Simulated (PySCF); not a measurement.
## Computed properties of Bi(F)2(Me) (CH₃BiF₂), SMILES [CH3][Bi]([F])[F]

Bi(F)2(Me) (CH₃BiF₂), SMILES [CH3][Bi]([F])[F]. Geometry optimised at B3LYP-D3(BJ)/def2-SVP. The def2 effective core potentials stand for the cores of Bi; spin–orbit coupling is left out. One conformer was computed; it need not be the lowest. All values are computed for the isolated molecule unless a solvent is named; none is compared with measurement here.

**Structure.** The optimised structure has Cs symmetry. All 15 harmonic modes at B3LYP-D3(BJ)/def2-SVP (PySCF) are real, so it is a minimum. With heavy atoms numbered as in [Bi:1]([F:2])([F:3])[CH3:4], the shortest bond between them is Bi1–F3 at 2.046 Å and the longest Bi1–C4 at 2.274 Å.

**Vibrations.** The strongest infrared lines (harmonic, unscaled, degenerate partners summed) lie at 567 cm⁻¹ (65 km/mol, F 91 %, Bi 9 %), 576 cm⁻¹ (47 km/mol, F 92 %), 467 cm⁻¹ (25 km/mol, C 74 %, H 18 %). The softest mode is at 71 cm⁻¹ and the zero-point energy is 24.3 kcal/mol.

**Electronic structure.** M06-2X/def2-TZVPD (PySCF) places the frontier levels at -9.12 and -0.87 eV, a gap of 8.25 eV, and gives a dipole moment of 4.93 D and a mean polarisability of 56.9 bohr³.

**Excitations.** TDA-CAM-B3LYP/def2-SVPD (PySCF) has S1 at 4.98 eV (249 nm, f = 0.018, weak); the most intense of the 10 singlets computed lies at 7.33 eV (f = 0.49). T1 (TDA) is at 4.39 eV, 0.59 eV under S1. No vertical singlet excitation falls in the visible range (under 3.1 eV).
